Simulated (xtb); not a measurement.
CBr₃, SMILES Br[C](Br)Br (connectivity only; charge and spin as stated), charge +1, multiplicity 1. All values are semi-empirical tight-binding results from xtb (GFN2-xTB unless named), good for trends rather than for accurate numbers. Geometry: GFN2-xTB. The spin state was assumed, not searched. The isomer is the one that the SMILES or the coordinates give; other isomers of the formula were not compared.

Optimised geometry:

Bonded distances (Å): Br1–C2 1.821, C2–Br3 1.821, C2–Br4 1.821. Bond angles (°): Br1–C2–Br3 119.9, Br1–C2–Br4 119.9, Br3–C2–Br4 119.9.
Charge +1, spin multiplicity 1.

Computed properties:
```yaml
point_group_as_xtb_finds_it: C3v
orbital_gap: 1.91 eV
zero_point_energy: 3.6 kcal/mol
G − E(el) at 298.15 K (modified RRHO): -16.0 kcal/mol
static polarisability (D4 model): 72.5 bohr³
solvation energy, GFN2-xTB/ALPB(water): -38.3 kcal/mol
solvation energy, GFN2-xTB/ALPB(octanol): -47.5 kcal/mol
```

Q: Give the atomic charges and the Wiberg bond orders between heavy atoms. (The exact figures need the calculation; the answer reports its results.)

A: charges (e) Br1 0.27, C2 0.19, Br3 0.27, Br4 0.27. Bond orders Br1–C2 1.32, C2–Br3 1.32, C2–Br4 1.32.
